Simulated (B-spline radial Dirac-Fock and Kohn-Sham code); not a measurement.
Br⁺: eigenvalues, ΔSCF and the reference

System: Br⁺, [Ar] 3d10 4s2 4p4.

The density-functional columns are spherical, spin-unpolarised Dirac-Kohn-Sham results without Breit or QED terms: −ε is minus the orbital energy of the initial state and ΔSCF the difference of two total energies. The reference in the last column comes from multi-electron Dirac-Fock with separately optimised hole states, Breit and Lamb-shift corrections added in first order. All numbers are from a radial finite-basis atomic code, in eV; a selection of levels is shown. The Kohn-Sham columns are given as differences from the reference. For the 1s level of heavy atoms much of the gap between ΔSCF and the reference is the Breit and QED part, -30.0 eV here; for other levels the error of the functional can be larger.

```tsv
level	PBE −ε − DF	PBE ΔSCF − DF	LDA −ε − DF	LDA ΔSCF − DF	Dirac-Fock
K (1s)	-169.8	+49.5	-192.0	+26.6	13494.5
L1 (2s)	-65.5	-30.0	-68.1	-32.3	1809.1
L2 (2p1/2)	-47.0	-3.1	-47.7	-3.7	1618.1
M1 (3s)	-31.5	-18.1	-32.3	-19.0	280.7
M2 (3p1/2)	-24.2	-10.9	-24.5	-11.2	213.5
M4 (3d3/2)	-11.4	+1.5	-11.1	+1.8	89.92
M5 (3d5/2)	-11.4	+1.4	-11.2	+1.7	88.89
N1 (4s)	-6.3	-0.2	-6.1	0.0	36.64
N2,3 (4p)	-4.3	+1.0	-4.2	+1.2	21.80
```

Values without a named source are computed, but for edge energies of neutral atoms, which are taken from tables.
